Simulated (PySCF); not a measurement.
A GIAO shielding run with PySCF 2.14 (density fitting, non-relativistic, gas phase) on SMILES COC[SiH2][SiH2]C(=O)OC, C4H12O3Si2:

```
$ OMP_NUM_THREADS=1 python probes_run.py task.json out

{"job": {"kind": "nmr", "xc": "PBE0", "basis": "pcSseg-1"}, "charge": 0, "multiplicity": 1}
C      1.093041     1.546618     0.999572
O      1.322971     0.440601     0.170985
C      1.720963    -0.732600     0.866423
Si     1.649444    -2.059455    -0.509333
Si    -0.100295    -1.209650    -1.766119
C     -1.314709    -0.396007    -0.526609
O     -1.599269    -0.830575     0.564656
O     -1.812240     0.745596    -1.009953
C     -2.719511     1.460612    -0.179175
H      0.761570     2.361663     0.357314
H      0.318321     1.323265     1.744603
H      2.008660     1.844132     1.525820
H      1.009891    -0.946173     1.673727
H      2.705235    -0.582909     1.325379
H      2.948711    -2.072835    -1.198687
H      1.528935    -3.379795     0.125004
H     -0.889377    -2.247107    -2.455176
H      0.198518    -0.175972    -2.759387
H     -3.567924     0.825408     0.084108
H     -3.049768     2.323018    -0.752237
H     -2.222088     1.779105     0.739343
```

Hardware: 1 thread of an Arm Neoverse N1, shared host. The job also computes population analyses, field gradients.

(1) How large is the calculation?

(2) How long does it take, and how much memory does it need?

Answers

(1) 88 electrons, 227 basis functions and 1225 auxiliary functions.

(2) 93 s of wall time, with 14 SCF cycles and 5 response iterations; peak memory 1.1 GiB. Times on a shared host scatter by some tens of per cent.
